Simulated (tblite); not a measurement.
Isomers of C4H6F3P. Method: GFN2-xTB as coded in tblite; computed harmonic values from a numerical Hessian at the method's own geometry, unscaled. Against measured fundamentals such values can be off by several per cent, at times by over 20. Modes of hydrogen on phosphorus can be 10 to 20 % off. One conformer each.

Electronic energies: GFN2-xTB at the same geometries; isomer energies are rough at this level and their order can be wrong.

```
             SMILES  electronic energy, lowest = 0 (kcal/mol)
      CCPC(F)=C(F)F                                      24.7
     FC(F)(F)P1CCC1                                       5.1
FC(F)(F)[C@@H]1CCP1                                       0.0
```

**Question.** How do GFN2-xTB zero-point energies change the relative energies?

**Answer.** 
| SMILES | ZPE (kcal/mol) | of it from modes above 1550 cm⁻¹ | electronic (kcal/mol) | with ZPE, lowest = 0 (kcal/mol) | lowest mode (cm⁻¹) | rings |
| --- | --- | --- | --- | --- | --- | --- |
| FC(F)(F)[C@@H]1CCP1 | 59.4 | 24.6 | 0.0 | 0.0 | 46 | 1 |
| FC(F)(F)P1CCC1 | 60.1 | 25.7 | 5.1 | 5.8 | 27 | 1 |
| CCPC(F)=C(F)F | 58.0 | 27.2 | 24.7 | 23.4 | 30 | 0 |

The zero-point energies span 2.1 kcal/mol, from `CCPC(F)=C(F)F` to `FC(F)(F)P1CCC1`. The order is unchanged.

**Question.** What do entropy and thermal enthalpy add at 298.15 K and 1 bar (rigid rotor, harmonic oscillator, one conformer each)?

**Answer.** 
```json
{"SMILES": "FC(F)(F)[C@@H]1CCP1", "point group": "C1", "symmetry number": "1", "S (cal/(mol K))": "89.6", "H − H(0) (kcal/mol)": "5.62", "ZPE + H − H(0) − TS (kcal/mol)": "38.3"}
{"SMILES": "FC(F)(F)P1CCC1", "point group": "Cs", "symmetry number": "1", "S (cal/(mol K))": "91.7", "H − H(0) (kcal/mol)": "5.86", "ZPE + H − H(0) − TS (kcal/mol)": "38.6"}
{"SMILES": "CCPC(F)=C(F)F", "point group": "C1", "symmetry number": "1", "S (cal/(mol K))": "98.7", "H − H(0) (kcal/mol)": "6.70", "ZPE + H − H(0) − TS (kcal/mol)": "35.3"}
```
